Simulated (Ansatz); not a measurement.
Nb₂O₂, relaxed as a singlet with RKS PBE0-D4/def2-TZVP in Ansatz, starting from the GFN1-xTB geometry. Force threshold 0.02 eV/Å.

In the def2 sets Nb takes a core potential; there is no spin–orbit coupling. The restricted singlet is unstable: a solution with broken spin symmetry lies lower. The relaxation made no stability test and no search for a lower SCF solution. The structure comes from a short search, and lower isomers may exist.

Start:

Cartesian coordinates in Å:
```
Nb 0.1582 0.3721 0.1276
Nb 0.6886 1.7257 -1.9070
O -0.3193 -0.8141 1.5036
O -0.5275 -1.2837 0.2758
```

Question: Estimate the energy that the relaxation releases and the steps that it takes.

Answer: 688.7 kJ/mol, in 32 steps; 54 s on 4 threads of Arm Neoverse V2 on a shared host. No frequencies were taken in this run, so the end may be a saddle point.

Question: Does the start keep its bonding and symmetry?

Answer: Bonds lost: Nb1–O4, O3–O4 (atoms count from 1). Bonds formed: Nb2–O4 (atoms count from 1). Point group Cs at the start, C2v at the end, both within 0.05 Å.

Question: Predict the relaxed structure.

Answer: 
```csv
atom,x (Å),y (Å),z (Å)
Nb1,0.804,0.726,0.985
Nb2,0.177,0.534,-1.351
O3,-0.093,-0.509,1.662
O4,-0.888,-0.751,-1.295
```
Bond lengths (bridged metal pairs left out): 2 × Nb–O 1.67 Å; 1 × Nb–Nb 2.43 Å.
